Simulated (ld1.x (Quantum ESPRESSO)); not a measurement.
What one change does to a pseudopotential (Mn (Z = 25), ultrasoft)

Mn, ultrasoft, made with ld1.x (Quantum ESPRESSO) 7.5 (PBE, scalar-relativistic). Core [Ne], reference 3s2 3p6 3d5 4s1 4p0 (charge +1). Waves: 3s (bound): rcut 1.15, rcutus 1.25 bohr; 4s (bound): rcut 1.15, rcutus 1.25 bohr; 3p (bound): rcut 1.80, rcutus 1.90 bohr; 4p (bound, empty): rcut 1.80, rcutus 1.90 bohr; 3d (bound): rcut 0.85, rcutus 1.10 bohr; 3d channel at 1 Ry: rcut 0.85, rcutus 1.10 bohr. Local part: all-electron potential smoothed inside 0.90 bohr (lloc = -1). Core correction: none. Augmentation charge: PSQ, radius 0.60 bohr.

All-electron outer shells of the reference configuration (PBE, scalar-relativistic, ld1.x):

```csv
shell,level (eV),outermost node (bohr),outermost maximum (bohr)
2p,-638.32,–,0.19
3s,-94.10,0.34,0.74
3p,-62.83,0.31,0.75
3d,-14.91,–,0.76
4s,-11.88,1.05,2.38
4p,-7.19,1.15,2.95
```

Change: functional LDA (PZ).

Cutoffs: the cutoffs (Ry, on a coarse ladder) from which the occupation-weighted sum of valence levels, in a spherical-Bessel basis at the reference potential, stays within 10 and 1 mRy of its value at 400 Ry; they do not see the model core or the augmentation charge, which bear on the density cutoff. Errors are all-electron minus pseudo energies relative to the spin-unpolarised reference configuration.

Task: How do hardness, ghosts and transferability respond?

Result: The potential gets neither clearly harder nor softer (90 Ry and 140 Ry → 90 Ry and 140 Ry); the number of tests with a reliable result goes from 7 to 9; of the 7 tests that both files solve, the error grows in 1 and shrinks in 2 by more than 15 % and 0.3 meV (median size 1.0 → 0.8 meV); neither file shows a bound ghost.

| quantity | base | changed |
| --- | --- | --- |
| cutoff, loose | 90 Ry | 90 Ry |
| cutoff, tight | 140 Ry | 140 Ry |
| bound ghosts | none | none |
| error for 3s2 3p6 3d5 4s2 4p0, meV [ΔE -8.42 → -8.65 eV] | +1.0 | +0.8 |
| error for 3s2 3p6 3d5 4s0 4p0, meV [ΔE 15.60 → 15.88 eV] | -0.2 | -0.7 |
| error for 3s2 3p6 3d4 4s0 4p0, meV [ΔE 48.12 → 48.69 eV] | -4.1 | -3.9 |
| error for 3s2 3p6 3d5 4s1.5 4p0, meV [ΔE -5.06 → -5.19 eV] | +0.5 | +0.4 |
| error for 3s2 3p6 3d4 4s2 4p1, meV [ΔE -0.61 → -0.73 eV] | +6.6 | +4.2 |
| error for 3s2 3p6 3d5.5 4s1.5 4p0, meV [ΔE -8.90 → -9.16 eV] | 0.0 | 0.0 |
| error for 3s1 3p6 3d5 4s2 4p0, meV [ΔE 85.09 → 84.40 eV] | +27 | +5.3 |
| s: phases at 2.04 bohr within 0.05 rad from the reference energy up to (Ry; the scan ends near 5) | to the end of the scan | to the end of the scan |
| p: phases at 2.04 bohr within 0.05 rad from the reference energy up to (Ry; the scan ends near 5) | 4.8 | 4.7 |
| d: phases at 2.04 bohr within 0.05 rad from the reference energy up to (Ry; the scan ends near 5) | to the end of the scan | to the end of the scan |
| lowest overlap eigenvalue by channel | s 0.05, p 0.74, d 0.91 | s 0.05, p 0.74, d 0.91 |
